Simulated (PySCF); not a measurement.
Steps of a relaxation of [Pb(OH)3]+

[Pb(OH)3]+ (singlet; a saddle point, relaxed within its symmetry). PySCF 2.14.0, RKS r2SCAN, Pb def2-SVP with ECP60, O def2-SVP, H def2-SVP; non-relativistic Hamiltonian with scalar-relativistic core potentials where named; density fitting; no spin-orbit coupling. Origin of the start: template. Columns: position (Å) and force (eV/Å). Energies are counted from the last step; some of the 13 steps are shown. Forces carry noise of the integration grid, about 0.01 to 0.03 eV/Å.

Run from Python with OMP_NUM_THREADS=2. Where DIIS fails, smearing, a level shift and second-order steps follow.
It took 110 s on 2 threads of AMD EPYC 7571, on a shared host, from the converged density of the start.

```xyz
7
step 0  E = 2.069 eV
Pb    0.0000    0.0000   -0.0041     0.01    0.00    2.39
O     1.9184    0.0000   -0.0041     1.11    0.00   -1.47
H     2.8184    0.0000    0.3459    -0.04    0.00    0.67
O    -0.9592    1.6614   -0.0041    -0.56    0.95   -1.47
H    -1.4092    2.4408    0.3459     0.02   -0.04    0.67
O    -0.9592   -1.6614   -0.0041    -0.56   -0.95   -1.47
H    -1.4092   -2.4408    0.3459     0.02    0.04    0.67
```

```xyz
7
step 4  E = 0.157 eV
Pb    0.0000    0.0000    0.4876    -0.03    0.00   -0.15
O     1.9571    0.0000   -0.1960     0.16    0.00   -0.03
H     2.7587    0.0000    0.3739    -0.45    0.00    0.09
O    -0.9786    1.6949   -0.1960    -0.06    0.13   -0.04
H    -1.3793    2.3891    0.3739     0.23   -0.40    0.09
O    -0.9786   -1.6949   -0.1960    -0.06   -0.13   -0.04
H    -1.3794   -2.3891    0.3739     0.23    0.40    0.09
```

```xyz
7
step 8  E = 0.011 eV
Pb    0.0000    0.0000    0.2419    -0.01    0.00   -0.16
O     1.9978    0.0000   -0.2514     0.12    0.00    0.12
H     2.6124    0.0000    0.5112    -0.03    0.00   -0.06
O    -0.9989    1.7302   -0.2514    -0.05    0.10    0.12
H    -1.3062    2.2624    0.5112     0.01   -0.02   -0.06
O    -0.9989   -1.7302   -0.2514    -0.05   -0.10    0.12
H    -1.3062   -2.2624    0.5112     0.01    0.02   -0.06
```

Where does the relaxation end?

It converges at step 12 in C3v:
```xyz
7
step 12  E = 0
Pb    0.0000    0.0000    0.1520
O     2.0219    0.0000   -0.2532
H     2.5905    0.0000    0.5431
O    -1.0110    1.7511   -0.2532
H    -1.2952    2.2434    0.5431
O    -1.0110   -1.7511   -0.2532
H    -1.2953   -2.2434    0.5431
```

How did the contacts change?


| contact | start (Å) | end (Å) |
| --- | --- | --- |
| Pb1–O2 (OH) | 1.918 | 2.062 |
| Pb1–O4 (OH) | 1.918 | 2.062 |
| Pb1–O6 (OH) | 1.918 | 2.062 |
